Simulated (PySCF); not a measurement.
**MgZn: frontier orbitals**

TPSS at R = 3.323 Å; basis Mg def2-SVP, Zn def2-SVP; no relativity; PySCF 2.14. State: ¹Σ⁺ (singlet), closed shell. Only the outer orbitals are listed, counted within each symmetry.

| orbital | occ. | ε (eV) | on Mg (%) | main shells (%) |
| --- | --- | --- | --- | --- |
| 9σ | 2 | -9.68 | 1 | 99 Zn d |
| 4π | 2 | -9.66 | 0 | 100 Zn d |
| 4π | 2 | -9.66 | 0 | 100 Zn d |
| 1δ | 2 | -9.65 | 0 | 100 Zn d |
| 1δ | 2 | -9.65 | 0 | 100 Zn d |
| 10σ | 2 | -6.10 | 28 | 71 Zn s, 24 Mg s |
| 11σ | 2 | -4.35 | 75 | 74 Mg s, 22 Zn s |
| 12σ | 0 | -1.61 | 71 | 72 Mg p, 23 Zn p |
| 5π | 0 | -1.48 | 91 | 90 Mg p, 9 Zn p |
| 5π | 0 | -1.48 | 91 | 90 Mg p, 9 Zn p |

Task: Which are the highest filled and the lowest empty level, where do they sit, and how wide is the gap?

Result: Highest filled 11σ at -4.35 eV (in %: 74 Mg s, 22 Zn s); lowest empty 12σ at -1.61 eV (in %: 72 Mg p, 23 Zn p); the gap at TPSS is 2.74 eV.

| Quantity | Value |
| --- | --- |
| bond order (Mayer) | 0.28 |
| ⟨S²⟩ | 0.000 |
| charge on Mg (Mulliken, basis-dependent) | -0.09 |
| charge on Mg (Löwdin, basis-dependent) | -0.18 |
| dipole moment (positive dipole means Mg(−)Zn(+)) | 0.46 D |

Closed-shell solutions of metal pairs were not tested for spin polarisation, which can lower them a little.
